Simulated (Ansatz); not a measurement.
H$_{5}$B$_{3}$N$_{3}$ (SMILES B1[N]BNBN1), doublet, geometry from GFN2-xTB; Ansatz (a quantum-chemistry and plane-wave program) with MP2/6-31G**.

Ansatz was given this input:
Ansatz 0.2 input:
```yaml
crystal:
  periodic: [false, false, false]
  atoms:
    - {symbol: B, position_ang: [-0.91062503, 1.13149532, 0.29076823]}
    - {symbol: N, position_ang: [-1.37695949, -0.12573446, 0.01619112]}
    - {symbol: B, position_ang: [-0.69719392, -1.27831028, -0.27186253]}
    - {symbol: N, position_ang: [0.73883889, -1.11549616, -0.28144257]}
    - {symbol: B, position_ang: [1.35780215, 0.12398515, -0.01596586]}
    - {symbol: N, position_ang: [0.53097538, 1.23144686, 0.26651132]}
    - {symbol: H, position_ang: [-1.57325668, 2.06827039, 0.52850262]}
    - {symbol: H, position_ang: [-1.18458869, -2.32009784, -0.49607420]}
    - {symbol: H, position_ang: [1.29505236, -1.93143915, -0.48782490]}
    - {symbol: H, position_ang: [2.52800212, 0.23083975, -0.02972578]}
    - {symbol: H, position_ang: [0.93489140, 2.13506227, 0.46160388]}
basis:
  gaussian:
    orbitals: 6-31G__.json
magnetization: {spin_polarized: true, initial_magnetization: 1}
correlation: {method: mp2}
```
The basis file holds 6-31G** in the JSON format of the Basis Set Exchange.

It wrote (shortened):

```
Functional definition: HF
1090 factors; integrals over basis functions are off by at most 1.5e-3 eV
mean field evaluation 1: about -6538.3504 eV, gradient 3.0e1 eV
mean field evaluation 2: about -6538.4229 eV, gradient 3.0e1 eV
mean field evaluation 4: about -6544.1627 eV, gradient 4.1e0 eV
mean field evaluation 8: about -6544.4882 eV, gradient 2.6e-1 eV
mean field evaluation 16: about -6543.7084 eV, gradient 5.5e0 eV
mean field evaluation 32: about -6543.3240 eV, gradient 1.0e0 eV
mean field -6544.48920161 eV, -240.5055421450 hartree, gradient 2.6e-6 eV, S^2 0.762180; 6 other end points of the search recorded, 0 dependent functions left out
6 core orbitals not correlated
reference -6544.48920161 eV, -240.5055421450 hartree; 15, 14 occupied and 94, 95 virtual orbitals, 1090 factors
second order -19.06257389 eV of doubles, -0.00000000 eV of singles
Total energy: -6563.55177550 eV, -241.2060788145 hartree
```
